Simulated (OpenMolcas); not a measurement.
An atom or ion with 8 electrons was computed by SS-CASPT2, IPEA 0.25 Eh, imaginary shift 0.1 Eh with spin-orbit coupling (OpenMolcas, ANO-RCC-VQZP, DKH2). The lowest levels that the run gave, each within 12 % of the measured value where one is at hand:

```csv
J,Parity,E (cm-1),g
2,even,0.0,1.501
1,even,320,1.501
0,even,474,
2,even,20790,1.000
0,even,44290,
2,odd,166500,1.501
1,odd,166810,1.501
0,odd,166960,
1,odd,240370,1.000
```

Question: Which ion is it, and what are the configurations and terms?

Answer: F II (Z = 9, charge +1; active space 6 electrons in 4 orbitals (2s 2p)). J, parity and g give the terms where levels are pure, and mixed ones are named by the computed weights; the size of the splittings, set against known spectra of the 8-electron sequence, gives the charge. In order, with the measured energies in cm-1 (NIST Handbook of Basic Atomic Spectroscopic Data): 2s2 2p4 3P2, 2s2 2p4 3P1 (341), 2s2 2p4 3P0 (490), 2s2 2p4 1D2 (20873), 2s2 2p4 1S0 (44918), 2s 2p5 3P* 2 (164798), 2s 2p5 3P* 1 (165107), 2s 2p5 3P* 0 (165279), 2s 2p5 1P* 1.

CASPT2 does not keep the components of a term degenerate, so their means are used; among the terms shown or strongly mixed into the levels shown the widest spread is 74 cm-1 (2s2 2p4 1D). Computed and measured levels are paired by configuration, term and J; levels that our copy of the source lacks, or whose pairing is in doubt (as where it misses far off the trend of its configuration), stay unpaired and out of the deviations. Only configurations of the active space appear.

* marks odd parity.
